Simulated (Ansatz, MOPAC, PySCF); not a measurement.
Pair of molecules: CH3F (SMILES CF) (first 5 atoms) with H2 (SMILES [H][H]); geometry from B3LYP-D3(BJ)/def2-TZVP, rigid monomers moved along the line of their centres of mass till F2···H6 is 3.55 Å.
(charge 0, multiplicity 1):
```tsv
atom	x (Å)	y (Å)	z (Å)
C	-0.4448	-0.6709	-0.3515
F	-0.2025	0.6227	0.0983
H	0.1037	-0.8265	-1.2811
H	-0.1054	-1.3753	0.4088
H	-1.5157	-0.7880	-0.5214
H	0.4098	0.3090	3.5837
H	0.5002	-0.0173	4.2472
```

Counterpoise-corrected where a basis set is named; no monomer relaxation.

Cores are frozen in the correlated methods. The state that PM7 reach isn't checked; PM7 holds dispersion and hydrogen-bond terms.

Run with Ansatz (Gaussian basis) for Hartree–Fock, density functionals and correlated methods; MOPAC for PM7 (differences of heats of formation); PySCF for the dispersion terms. 

Give the interaction energy at the level PM7.

-6 meV

What interaction energy does PBE-D3(BJ)/def2-TZVPPD give?

-14 meV

Predict the interaction energy from CCSD/aug-cc-pVTZ.

-10 meV

Ansatz is an electronic-structure program.
